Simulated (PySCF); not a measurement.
# Working out the excitation energy of Ar+

Ar+ [Ne] 3s2 3p5 (2P) → Ar+ [Ne] 3s2 3p4 4s1 (4P). Calculation: PySCF 2.14, in dyall-av2z (13s9p2d, 50 functions); no relativity, point nucleus. Frozen: [Ne]; the 16 highest virtual orbitals dropped. Energies in hartree (1 hartree = 27.21139 eV):

```
             part  Ar+ (lower)  Ar+ (upper)
              UHF  -526.261448  -525.670304
MP2 opposite-spin    -0.096781    -0.083236
    MP2 same-spin    -0.032345    -0.033381
```

Task: What does Hartree-Fock give?

Result: (-525.670304) − (-526.261448) = 0.591144 hartree = 16.086 eV.

Task: What do MP2 and SCS-MP2 (6/5 opposite-spin, 1/3 same-spin) give?

Result: The opposite-spin parts differ by 0.369 eV and the same-spin parts by -0.028 eV. MP2: 16.086 + (0.369) + (-0.028) = 16.427 eV. SCS-MP2: 16.086 + 1.2 × (0.369) + (-0.028)/3 = 16.519 eV.

Measured between the centres of the two terms (NIST): 16.648 eV, so MP2 (valence) is off by -0.221 eV.

A double-zeta basis recovers only part of the correlation energy.

What remains against the reference includes basis incompleteness, the frozen core and correlation beyond second order.
